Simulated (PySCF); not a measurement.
## Dipole moment and polarisability of `C=C(C#N)OCC`

Compound: C5H7NO.
Atom-mapped SMILES: `[CH2:1]=[C:2]([C:3]#[N:4])[O:5][CH2:6][CH3:7]` (hydrogens: H8, H9 on C1; H10, H11 on C6; H12, H13, H14 on C7)

Cartesian coordinates in Å at the GFN2-xTB level; atoms count from 1:
```
atom  x, y, z in Å
C1    -1.1281    1.7950    1.4608
C2    -0.8655    0.6575    0.8078
C3    -1.7909   -0.4206    0.8998
N4    -2.5434   -1.2818    0.9817
O5     0.2583    0.5094    0.0628
C6     0.4485   -0.7351   -0.5925
C7     1.7595   -0.6578   -1.3558
H8    -0.4475    2.6248    1.4095
H9    -2.0218    1.8983    2.0463
H10   -0.3862   -0.9296   -1.2803
H11    0.4805   -1.5483    0.1458
H12    1.9388   -1.5962   -1.8723
H13    1.7183    0.1492   -2.0826
H14    2.5786   -0.4652   -0.6681
```

Level: PBE0/def2-SVPD (PySCF), static field, nuclei fixed, core orbitals frozen in the response. The polarisability tensor in these axes (au):

```
x    70.26   3.23 -11.12
y     3.23  80.70  11.55
z   -11.12  11.55  61.35
```

What are the eigenvalues, a third of the trace, and Δα (Δα² = ½Σ(αi − αj)² over the three pairs)?

Principal values 49.59, 76.36 and 86.36 au; mean 70.77 au = 10.49 Å³ = 11.67 × 10⁻⁴⁰ C²·m²/J; Δα = 32.92 au (47 % of the mean).

What is the dipole moment, and where does it point?

(2.24, 1.27, -0.81) D, 2.70 D in size, pointing from the negative to the positive side. Measured along this direction, the outermost atoms are N4 at the negative end and H14 and H13 at the positive end.

How large is μ²/3kT at 500 K beside α?

In Gaussian units μ²/3kT = 35.14 Å³ against 10.49 Å³, a ratio of 3.35; the Debye molar polarisation (4π/3)N_A(α + μ²/3kT) is 115.1 cm³/mol, leaving out the vibrational part.

What are the principal values of the traceless quadrupole moment, Θ = ½Σq(3rr − r²1), about the centre of nuclear charge?

-13.25, 0.90, 12.35 D·Å. The values depend on the origin, since the dipole doesn't vanish. The electronic extent ⟨r²⟩ about the same centre is 881 bohr², a root-mean-square distance of 2.18 Å for the 52 electrons.

Directions of the eigenvectors, and the extent of the frame along each?

Largest value along (-0.15, 0.87, 0.47), where the nuclei span 5.57 Å; middle along (0.86, 0.35, -0.37), 5.31 Å; least along (0.49, -0.35, 0.80), 1.78 Å. The response follows the extents in order.

Form Σ f/ω² (atomic units) for the 6 lowest TDDFT singlets, given as eV and f, and set it beside the mean polarisability, which is this sum over all singlets: 5.56, 0.2612; 5.98, 0.0001; 6.82, 0.0193; 6.88, 0.0017; 7.23, 0.0539; 7.32, 0.0020.

They add up to 7.38 au, 10.4 % of the 70.77 au; the largest single term is 6.25 au, from the state at 5.56 eV. Terms in order: 6.25, 0.00, 0.31, 0.03, 0.76, 0.03 au. Higher excitations give the rest. The strengths listed sum to 0.338.

Isolated species at its GFN2-xTB geometry (one conformer only).
